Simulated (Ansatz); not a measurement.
Stepwise reaction of `CN[Si](Cl)(Cl)NC` with hydrogen chloride, as a gas-phase model of exchange steps in deposition or etching. ΔE in kJ/mol; ΔG adds harmonic PBE0-D4 terms to CCSD(T)/CBS, at 1 bar.

Isolated molecules relaxed with PBE0-D4/def2-TZVP in Ansatz; ΔE leaves out vibrations. CCSD(T)/CBS is the MP2 limit (def2-TZVPP, def2-QZVPP) plus CCSD(T) − MP2 in def2-TZVPP, frozen cores. This one scheme is used for every species. Functionals use def2-TZVPP. B3LYP here is the variant with VWN-RPA as its local correlation; programs differ in this. Each species was taken in one conformer, which may not be the lowest.

| step | reaction | PBE-D4 | B3LYP-D4 | ωB97M-V | CCSD(T)/CBS | ΔG(400 K) |
| --- | --- | --- | --- | --- | --- | --- |
| 1 | `CN[Si](Cl)(Cl)NC` + HCl → `CN[Si](Cl)(Cl)Cl` + CH₃NH₂ | -23.9 | -19.1 | -21.5 | -19.7 | -24.7 |
| 2 | `CN[Si](Cl)(Cl)Cl` + HCl → `Cl[Si](Cl)(Cl)Cl` + CH₃NH₂ | -19.5 | -13.1 | -15.1 | -13.8 | -1.4 |

**Question.** By hand: ΔE of the 2 steps together at CCSD(T)/CBS.

**Answer.** (-19.7) + (-13.8) = -33.5 kJ/mol, or -16.8 kJ/mol a step.

In ΔE each step is higher than the one before. All are downhill at CCSD(T)/CBS. ΔG lies between -24.7 and -1.4 kJ/mol a step. PBE-D4 differs from CCSD(T)/CBS by -5.7 to -4.2 kJ/mol a step. Isolated molecules leave out the surface, adducts and barriers. Largest T1 diagnostic: 0.009.
